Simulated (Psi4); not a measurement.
C$_{4}$H$_{7}$ (SMILES [CH]1CCC1), doublet, at a GFN2-xTB geometry. Base run: MP2/def2-SVP run with Psi4.

Input for Psi4:
```
memory 2 GB

molecule mol {
0 2
  C     0.007887    1.067741    0.046646
  C    -0.007638   -1.033995   -0.045172
  C    -1.084676    0.068067    0.007510
  C     1.085566    0.052462   -0.002244
  H     0.015788    2.137369    0.093374
  H    -0.015994   -1.625766   -0.957510
  H    -0.008597   -1.703128    0.812083
  H    -1.733077    0.040505    0.890341
  H    -1.740431    0.117415   -0.868918
  H     1.741413    0.015522    0.874726
  H     1.734059    0.092432   -0.884534
}

set basis def2-svp
set reference uhf

energy('mp2')
print_variables()
```

Variants of this job, named by their change:

```tsv
change	ΔE vs base (kcal/mol)	MP2 correlation (Eh)	basis functions	core-seconds (rough)	outcome
base	0.000	-0.54268	91	2	converged
puream = on	0.000	-0.54268	91	2	converged
freeze_core = on	7.50	-0.53072	91	3	converged
method = mp2.5	-14.01	-0.54268	91	6	converged
scf_type = pk; mp2_type = conv	-0.259	-0.54305	91	7	converged
cc_type = df	0.000	-0.54268	91	3	converged
method = cisd	-	-	-	-	input refused
method = ccsd	-32.31	-0.54305	91	80	converged
method = lccd	-40.55	-0.54305	91	50	converged
method = ccsd(t)	-	-	91	-	cut at the time limit
```

Open shells are given as the SCF converged; they aren't shown to be the lowest states, and a large step between rows can be another state.

- method = cisd: ended with `psi4.driver.p4util.exceptions.MissingMethodError: Method=cisd is not available for any derivative level under conditions CI_TYPE=CONV, REFERENCE=UHF, FREEZE_CORE=FALSE, QC_MODULE=(auto). See https://psicode.org/psi4manual/master/introduction.html#ss-cisd. Or d`
